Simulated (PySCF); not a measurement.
## How methods differ on the excitation energy of Ru²⁺

Ru²⁺ [Kr] 4d6 (5D) → Ru²⁺ [Kr] 4d5 5s1 (7S), as a difference of total energies. Computed with PySCF 2.14 in def2-QZVPPD with the def2 core potential (28 electrons) (7s5p4d4f2g, 88 functions), with a scalar-relativistic core potential. Correlated levels: valence: 4s2 4p6 frozen; valence and next inner shell: nothing frozen outside the core potential. The calculations carry no spin-orbit coupling.

```
                                method  excitation energy (eV)
                                   UHF                   2.483
                                   LDA                   2.767
                                   PBE                   2.938
                                  PBE0                   3.052
                                r2SCAN                   2.511
                                 B3LYP                   3.246
                                  TPSS                   3.099
                                  BLYP                   3.162
                                M06-2X                   3.929
                         MP2 (valence)                   3.160
                     SCS-MP2 (valence)                   3.829
    MP2 (valence and next inner shell)                   2.711
SCS-MP2 (valence and next inner shell)                   3.132
```

**Question.** How much does correlation contribute at MP2 (valence and next inner shell)?

**Answer.** 2.711 − (2.483) = 0.228 eV, measured against UHF.
